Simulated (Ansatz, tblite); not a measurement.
Cost and result up the ladder for Au₂O⁺ (3 atoms). The state is a doublet with charge 1. Geometry: r2SCAN-D4/def2-TZVP.

Cartesian coordinates in Å:
```
Au -0.1087 -0.3757 1.6614
Au -0.4680 0.6301 -1.5157
O 0.5767 -0.2544 -0.1457
```

Ansatz on 4 threads of Intel Xeon 6975P-C on a shared host; xTB runs through tblite on one thread. Times are rough, summed over both states, and most runs start from the orbitals of an earlier one. CCSD(T)/def2-TZVP serves as the yardstick here, not as an exact answer. The other state is a quartet at its own geometry.

In the def2 sets Au takes a core potential; there is no spin–orbit coupling. The xTB rows come from tblite. B3LYP takes the VWN-RPA correlation. Correlated methods freeze 1 core orbital; core or outer-core shells of Au are correlated, in sets that lack core-valence functions. In CCSD on the charge 1 doublet the largest single amplitude is 0.16, so its Hartree–Fock determinant may place the open shell otherwise than the density functionals do. The structure comes from a short search, and lower isomers may exist.

Correlated methods converge slowly with the basis.

xTB has no spin-polarisation term.

| level | functions | wall time |
| --- | --- | --- |
| GFN2-xTB | 22 | 0.004 s |
| GFN1-xTB | 22 | 0.005 s |
| PBE-D4/def2-TZVP | 111 | 1.6 s |
| B3LYP-D4/def2-TZVP | 111 | 2.4 s |
| HF/def2-TZVP | 111 | 2.6 s |
| RPA@PBE/def2-TZVP | 111 | 3.3 s |
| r2SCAN-D4/def2-TZVP (with forces) | 111 | 3.4 s |
| CAM-B3LYP-D4/def2-TZVP | 111 | 5.7 s |
| r2SCAN0-D4/def2-TZVP | 111 | 6.8 s |
| PBE0-D4/def2-TZVP | 111 | 11 s |
| BHLYP-D4/def2-TZVP | 111 | 11 s |
| CCSD(T)/def2-TZVP | 111 | 31 s |

Problem. Estimate what each level gives for the quartet − doublet (eV).

Solution. 
| level | quartet − doublet (eV) | difference from CCSD(T)/def2-TZVP (eV) |
| --- | --- | --- |
| GFN2-xTB | 2.65 | 0.26 |
| GFN1-xTB | 1.05 | -1.34 |
| PBE-D4/def2-TZVP | 1.26 | -1.13 |
| B3LYP-D4/def2-TZVP | 1.66 | -0.74 |
| HF/def2-TZVP | 1.75 | -0.65 |
| RPA@PBE/def2-TZVP | 1.51 | -0.88 |
| r2SCAN-D4/def2-TZVP (with forces) | 1.36 | -1.03 |
| CAM-B3LYP-D4/def2-TZVP | 2.16 | -0.24 |
| r2SCAN0-D4/def2-TZVP | 1.94 | -0.46 |
| PBE0-D4/def2-TZVP | 1.84 | -0.55 |
| BHLYP-D4/def2-TZVP | 2.23 | -0.16 |
| CCSD(T)/def2-TZVP | 2.39 | 0.00 |
